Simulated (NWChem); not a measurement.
System: C2H7O cation; SMILES C[OH+]C

Here is an NWChem input.

```
start job
memory heap 200 mb stack 700 mb global 900 mb
charge 1
geometry units angstroms noautosym nocenter noautoz
  C      0.269978     0.008518    -1.278267
  O     -0.504980    -0.051275     0.000000
  C      0.269978     0.008518     1.278267
  H      0.821322     0.949170    -1.313794
  H      0.926751    -0.858966    -1.254656
  H     -0.470590    -0.077409    -2.071920
  H     -1.245654     0.590834     0.000000
  H     -0.470590    -0.077409     2.071920
  H      0.926751    -0.858966     1.254656
  H      0.821322     0.949170     1.313794
end
basis spherical
  * library 6-311g**
end
dft
  xc b3lyp
  iterations 150
end
property
  shielding 6 1 2 4 5 6 7
end
task dft property
```

Output (shortened):

```
             Northwest Computational Chemistry Package (NWChem) 7.3.0
             --------------------------------------------------------

                             Geometry "geometry" -> ""
                             -------------------------

 Output coordinates in angstroms (scale by  1.889725989 to convert to a.u.)

  No.       Tag          Charge          X              Y              Z
 ---- ---------------- ---------- -------------- -------------- --------------
    1 C                    6.0000     0.26997800     0.00851800    -1.27826700
    2 O                    8.0000    -0.50498000    -0.05127500     0.00000000
    3 C                    6.0000     0.26997800     0.00851800     1.27826700
    4 H                    1.0000     0.82132200     0.94917000    -1.31379400
    5 H                    1.0000     0.92675100    -0.85896600    -1.25465600
    6 H                    1.0000    -0.47059000    -0.07740900    -2.07192000
    7 H                    1.0000    -1.24565400     0.59083400     0.00000000
    8 H                    1.0000    -0.47059000    -0.07740900     2.07192000
    9 H                    1.0000     0.92675100    -0.85896600     1.25465600
   10 H                    1.0000     0.82132200     0.94917000     1.31379400

 Effective nuclear repulsion energy (a.u.)      89.3281644717

                              NWChem Property Module
                              ----------------------

  itol2e modified to match energy
  convergence criterion.

                                 NWChem DFT Module
                                 -----------------

 Summary of "ao basis" -> "ao basis" (spherical)
 ------------------------------------------------------------------------------
       Tag                 Description            Shells   Functions and Types
 ---------------- ------------------------------  ------  ---------------------
 C                          6-311g**                 8       18   4s3p1d
 O                          6-311g**                 8       18   4s3p1d
 H                          6-311g**                 4        6   3s1p

  itol2e modified to match energy
  convergence criterion.

            General Information
            -------------------
          SCF calculation type: DFT
          Wavefunction type:  closed shell.
          No. of atoms     :    10
          No. of electrons :    26
           Alpha electrons :    13
            Beta electrons :    13
          Charge           :     1
          Spin multiplicity:     1
          Use of symmetry is: off; symmetry adaption is: off
          Maximum number of iterations: 150
          AO basis - number of functions:    96
                     number of shells:    52
          Convergence on energy requested:  1.00D-07
          Convergence on density requested:  1.00D-05
          Convergence on gradient requested:  5.00D-04

              XC Information
              --------------
                         B3LYP Method XC Potential
                     Hartree-Fock (Exact) Exchange  0.200
                        Slater Exchange Functional  0.800 local
                    Becke 1988 Exchange Functional  0.720 non-local
              Lee-Yang-Parr Correlation Functional  0.810
                  VWN I RPA Correlation Functional  0.190 local

             Grid Information
             ----------------
          Grid used for XC integration:  fine
          Radial quadrature: Mura-Knowles
          Angular quadrature: Lebedev.
          Tag              B.-S. Rad. Rad. Pts. Rad. Cut. Ang. Pts.
          ---              ---------- --------- --------- ---------
          C                   0.70       70          11.0       590
          O                   0.60       70           8.0       590
          H                   0.35       60          12.0       590
          Grid pruning is: on
          Number of quadrature shells:   630
          Spatial weights used:  Erf1

      Superposition of Atomic Density Guess
      -------------------------------------

 Sum of atomic energies:        -153.61189456

 Renormalizing density from      27.00 to     26

      Non-variational initial energy
      ------------------------------

 Total energy =    -151.234885
 1-e energy   =    -369.705642
 2-e energy   =     129.142593
 HOMO         =      -0.753547
 LUMO         =      -0.297224

   convergence    iter        energy       DeltaE   RMS-Dens  Diis-err
 ---------------- ----- ----------------- --------- --------- ---------
 d= 0,ls=0.0,diis     1   -155.3000861139 -2.45D+02  8.52D-03  9.91D-01
 d= 0,ls=0.0,diis     2   -155.2457167041  5.44D-02  5.05D-03  1.59D+00
 d= 0,ls=0.0,diis     3   -155.3843669288 -1.39D-01  8.29D-04  4.59D-02
 d= 0,ls=0.0,diis     4   -155.3874185185 -3.05D-03  3.53D-04  6.34D-03
 d= 0,ls=0.0,diis     5   -155.3881400426 -7.22D-04  3.38D-05  5.36D-05
  Resetting Diis
 d= 0,ls=0.0,diis     6   -155.3881456734 -5.63D-06  6.17D-06  1.21D-06
 d= 0,ls=0.0,diis     7   -155.3881457857 -1.12D-07  1.55D-06  2.76D-08
 d= 0,ls=0.0,diis     8   -155.3881457853  4.09D-10  7.62D-07  4.15D-08

         Total DFT energy =     -155.388145785268
      One electron energy =     -379.893791489051
           Coulomb energy =      156.958949710463
    Exchange-Corr. energy =      -21.781468478369
 Nuclear repulsion energy =       89.328164471689

 Numeric. integr. density =       25.999995350288

                       DFT Final Molecular Orbital Analysis
                       ------------------------------------

 Vector   11  Occ=2.000000D+00  E=-6.429497D-01
              MO Center=  2.4D-01, -2.0D-01,  1.2D-07, r^2= 3.0D+00
   Bfn.  Coefficient  Atom+Function         Bfn.  Coefficient  Atom+Function
  ----- ------------  ---------------      ----- ------------  ---------------
     7      0.192951   1 C  px               43      0.192951   3 C  px
    62      0.144547   5 H  s                86      0.144547   9 H  s
     3      0.131379   1 C  px               39      0.131379   3 C  px
    11      0.127152   1 C  px               47      0.127152   3 C  px
    74      0.127678   7 H  s                25     -0.126161   2 O  px

 Vector   12  Occ=2.000000D+00  E=-6.311039D-01
              MO Center=  2.9D-02, -3.6D-02, -4.0D-08, r^2= 3.5D+00
   Bfn.  Coefficient  Atom+Function         Bfn.  Coefficient  Atom+Function
  ----- ------------  ---------------      ----- ------------  ---------------
    68     -0.180677   6 H  s                80      0.180677   8 H  s
     9      0.174554   1 C  pz               45      0.174554   3 C  pz
     7      0.151750   1 C  px               43     -0.151750   3 C  px
    67     -0.130406   6 H  s                79      0.130406   8 H  s
     5      0.113152   1 C  pz               41      0.113152   3 C  pz

 Vector   13  Occ=2.000000D+00  E=-5.806447D-01
              MO Center=  2.5D-02,  1.0D-01, -6.8D-10, r^2= 2.2D+00
   Bfn.  Coefficient  Atom+Function         Bfn.  Coefficient  Atom+Function
  ----- ------------  ---------------      ----- ------------  ---------------
    26      0.294684   2 O  py               30      0.281924   2 O  py
    22      0.205112   2 O  py               29      0.163005   2 O  px
    56     -0.163348   4 H  s                92     -0.163348  10 H  s
    25      0.141042   2 O  px                8     -0.139553   1 C  py
    44     -0.139553   3 C  py               28     -0.113080   2 O  s

 Vector   14  Occ=0.000000D+00  E=-2.171953D-01
              MO Center= -6.6D-01,  4.1D-01,  1.3D-09, r^2= 3.3D+00
   Bfn.  Coefficient  Atom+Function         Bfn.  Coefficient  Atom+Function
  ----- ------------  ---------------      ----- ------------  ---------------
    28      0.869108   2 O  s                75     -0.744799   7 H  s
    13     -0.310255   1 C  pz               49      0.310255   3 C  pz
    24      0.291144   2 O  s                74     -0.188360   7 H  s
    10      0.187225   1 C  s                46      0.187225   3 C  s
    11      0.161386   1 C  px               47      0.161386   3 C  px

 Vector   15  Occ=0.000000D+00  E=-1.424774D-01
              MO Center=  5.7D-02,  2.7D-01,  2.3D-09, r^2= 5.8D+00
   Bfn.  Coefficient  Atom+Function         Bfn.  Coefficient  Atom+Function
  ----- ------------  ---------------      ----- ------------  ---------------
    10      1.090519   1 C  s                46      1.090519   3 C  s
    69     -0.476241   6 H  s                81     -0.476241   8 H  s
    28     -0.453286   2 O  s                57     -0.442539   4 H  s
    93     -0.442539  10 H  s                75     -0.431375   7 H  s
    29     -0.421070   2 O  px               63     -0.245903   5 H  s

 Vector   16  Occ=0.000000D+00  E=-1.252360D-01
              MO Center=  3.3D-01, -8.9D-02,  9.0D-09, r^2= 5.5D+00
   Bfn.  Coefficient  Atom+Function         Bfn.  Coefficient  Atom+Function
  ----- ------------  ---------------      ----- ------------  ---------------
    75     -0.794584   7 H  s                63      0.743790   5 H  s
    87      0.743790   9 H  s                10     -0.608270   1 C  s
    46     -0.608270   3 C  s                57      0.536288   4 H  s
    93      0.536288  10 H  s                11     -0.485740   1 C  px
    47     -0.485740   3 C  px               29     -0.286015   2 O  px

     Multipole analysis of the density
     ---------------------------------

     L   x y z        total         alpha         beta         nuclear
     -   - - -        -----         -----         ----         -------
     0   0 0 0      1.000000    -13.000000    -13.000000     27.000000

     1   1 0 0     -0.176369     -0.569316     -0.569316      0.962264
     1   0 1 0      0.460220     -0.061324     -0.061324      0.582867
     1   0 0 1      0.000000      0.000000      0.000000     -0.000000

     2   2 0 0    -10.579588    -19.531438    -19.531438     28.483288
     2   1 1 0     -1.490115      0.078656      0.078656     -1.647428
     2   1 0 1     -0.000000     -0.000000     -0.000000     -0.000000
     2   0 2 0    -12.384641    -12.728199    -12.728199     13.071757
     2   0 1 1      0.000000      0.000000      0.000000      0.000000
     2   0 0 2     -7.181275    -65.715972    -65.715972    124.250669

          -----------------------------------------
          Chemical Shielding Tensors (GIAO, in ppm)
          -----------------------------------------

                                NWChem CPHF Module
                                ------------------

  scftype          =     RHF
  nclosed          =       13
  nopen            =        0
  variables        =     1079
  # of vectors     =        3
  tolerance        = 0.10D-03
  level shift      = 0.00D+00
  max iterations   =       50
  max subspace     =       30

 SCF residual:    5.9049352732739376E-005

Iterative solution of linear equations
  No. of variables     1079
  No. of equations        3
  Maximum subspace       30
        Iterations       50
       Convergence  1.0D-04

   iter   nsub   residual    time
   ----  ------  --------  ---------
     1      3    4.23D-01      99.3
     2      6    1.06D-02     107.5
     3      9    5.49D-04     115.6
     4     12    2.90D-05     124.4

      Atom:    1  C
        Diamagnetic
    248.3118      0.7511     -7.0497
      0.7511    244.7984     -0.5972
     -7.0497     -0.5972    256.9653

        Paramagnetic
   -155.0032      0.9448    -42.4954
      0.9448   -179.7124      0.4818
    -42.4954      0.4818    -99.2669

        Total Shielding Tensor
     93.3087      1.6959    -49.5451
      1.6959     65.0860     -0.1154
    -49.5451     -0.1154    157.6984

           isotropic =     105.3643
          anisotropy =     118.8491

          Principal Components and Axis System
                 1           2           3
              184.5971     67.3316     64.1644

      1        -0.4771      0.7392     -0.4754
      2        -0.0076      0.5374      0.8433
      3         0.8788      0.4060     -0.2508

      Atom:    2  O
        Diamagnetic
    387.9610     -8.4042      0.0000
     -8.4042    373.3986      0.0000
      0.0000      0.0000    398.9896

        Paramagnetic
    -44.2611    -34.4676      0.0000
    -34.4676   -102.5310     -0.0000
      0.0000     -0.0000   -106.2780

        Total Shielding Tensor
    343.6999    -42.8718      0.0000
    -42.8718    270.8676     -0.0000
      0.0000     -0.0000    292.7116

           isotropic =     302.4264
          anisotropy =      91.6619

          Principal Components and Axis System
                 1           2           3
              363.5343    292.7116    251.0332

      1         0.9076     -0.0000      0.4199
      2        -0.4199      0.0000      0.9076
      3         0.0000      1.0000      0.0000

      Atom:    3  H
        Diamagnetic
     27.0922      7.3082     -3.0592
      7.3082     32.3848     -2.4223
     -3.0592     -2.4223     25.7054

        Paramagnetic
     -0.3148     -5.4429      0.0498
     -5.4429     -5.9599      0.1340
      0.0498      0.1340      2.7296

        Total Shielding Tensor
     26.7774      1.8652     -3.0094
      1.8652     26.4249     -2.2883
     -3.0094     -2.2883     28.4350

           isotropic =      27.2124
          anisotropy =       7.5235

          Principal Components and Axis System
                 1           2           3
               32.2281     24.9411     24.4681

      1        -0.5447     -0.1225      0.8297
      2        -0.4533      0.8753     -0.1684
      3         0.7056      0.4678      0.5323

      Atom:    4  H
        Diamagnetic
     28.8885     -7.7237     -2.7625
     -7.7237     30.6047      1.4999
     -2.7625      1.4999     25.8644

        Paramagnetic
     -1.7961      5.8497     -0.3090
      5.8497     -4.2909      0.6750
     -0.3090      0.6750      2.2877

        Total Shielding Tensor
     27.0924     -1.8740     -3.0715
     -1.8740     26.3138      2.1749
     -3.0715      2.1749     28.1521

           isotropic =      27.1861
          anisotropy =       7.4473

          Principal Components and Axis System
                 1           2           3
               32.1510     24.9041     24.5033

      1        -0.5795      0.2282      0.7824
      2         0.4413      0.8949      0.0658
      3         0.6851     -0.3834      0.6193

      Atom:    5  H
        Diamagnetic
     28.1242      0.6159      5.9533
      0.6159     21.9230      0.9128
      5.9533      0.9128     35.4108

        Paramagnetic
     -3.7744     -0.4453     -5.6454
     -0.4453      1.9728     -0.5637
     -5.6454     -0.5637     -2.9824

        Total Shielding Tensor
     24.3499      0.1706      0.3080
      0.1706     23.8958      0.3491
      0.3080      0.3491     32.4284

           isotropic =      26.8914
          anisotropy =       8.3452

          Principal Components and Axis System
                 1           2           3
               32.4549     24.3869     23.8323

      1         0.0388      0.9538     -0.2978
      2         0.0415      0.2963      0.9542
      3         0.9984     -0.0494     -0.0281

      Atom:    6  H
        Diamagnetic
     33.8122    -11.1645      0.0000
    -11.1645     26.5496     -0.0000
      0.0000     -0.0000     23.4366

        Paramagnetic
     -0.1229      0.4112      0.0000
      0.4112     -1.9898     -0.0000
      0.0000     -0.0000      1.3998

        Total Shielding Tensor
     33.6892    -10.7533      0.0000
    -10.7533     24.5598     -0.0000
      0.0000     -0.0000     24.8364

           isotropic =      27.6952
          anisotropy =      19.6671

          Principal Components and Axis System
                 1           2           3
               40.8065     24.8364     17.4425

      1         0.8339     -0.0000      0.5519
      2        -0.5519      0.0000      0.8339
      3         0.0000      1.0000      0.0000
```

Level: B3LYP/6-311G** (spherical d), GIAO. The geometry was optimised at B3LYP/6-31G* (spherical d). The output numbers the shielded atoms by their place in the input's list. The printed shielding anisotropy is the first printed principal value minus the mean of the other two.
